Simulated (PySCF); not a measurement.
## Steps of a relaxation of [Bi(SH)2]+

[Bi(SH)2]+ (singlet). PySCF 2.14.0, RKS r2SCAN, Bi def2-SVP with ECP60, S def2-SVP, H def2-SVP; non-relativistic Hamiltonian with scalar-relativistic core potentials where named; density fitting; no spin-orbit coupling. Origin of the start: displaced along the imaginary mode. Columns: position (Å) and force (eV/Å). Energies are counted from the last step; some of the 16 steps are shown. Forces carry noise of the integration grid, about 0.01 to 0.03 eV/Å.

Run from Python with OMP_NUM_THREADS=2. Where DIIS fails, smearing, a level shift and second-order steps follow.
It took 55 s on 2 threads of Intel(R) Xeon(R) Platinum 8259CL CPU @ 2.50GHz (Skylake/Cascade Lake), on a shared host, from the converged density of the start.

```xyz
5
step 0  E = 2.896 eV
Bi    0.0000   -0.0042   -0.0007     0.00   -3.24   -0.22
S     0.0000   -0.0516    2.4270     0.00    2.18    1.97
H     0.0000    1.2251    2.9520     0.00   -0.60    0.42
S     0.0000    0.0823   -2.4376     0.00    0.69   -2.73
H     0.0000   -1.3239   -2.4619     0.00    0.97    0.55
```

```xyz
5
step 5  E = 0.619 eV
Bi    0.0000   -0.9935    0.1534     0.00    0.46   -0.03
S     0.0000    0.1088    2.4505     0.00    0.21   -0.32
H     0.0000    1.4871    2.6031     0.00   -0.53   -0.59
S     0.0000    0.2974   -2.0697     0.00   -0.99    0.65
H     0.0000   -0.9721   -2.6585     0.00    0.85    0.29
```

```xyz
5
step 10  E = 0.035 eV
Bi    0.0000   -1.3626    0.3107     0.00   -0.28    0.24
S     0.0000    0.1103    2.2850     0.00    0.55    0.01
H     0.0000    1.3691    1.7129     0.00   -0.58    0.06
S     0.0000    0.3605   -1.4225     0.00    0.58    0.09
H     0.0000   -0.5496   -2.4073     0.00   -0.28   -0.40
```

Q: Where does the relaxation end?

A: It converges at step 15 in Cs:
```xyz
5
step 15  E = 0
Bi    0.0000   -1.3932    0.3632
S     0.0000    0.1406    2.3019
H     0.0000    1.2974    1.5890
S     0.0000    0.3776   -1.3665
H     0.0000   -0.4948   -2.4088
```

Q: How did the contacts change?

A: 
| contact | start (Å) | end (Å) |
| --- | --- | --- |
| Bi1–S2 (SH) | 2.428 | 2.472 |
| Bi1–S4 (SH) | 2.438 | 2.475 |


No frequency check is given that shows the relaxed geometry to be a minimum.
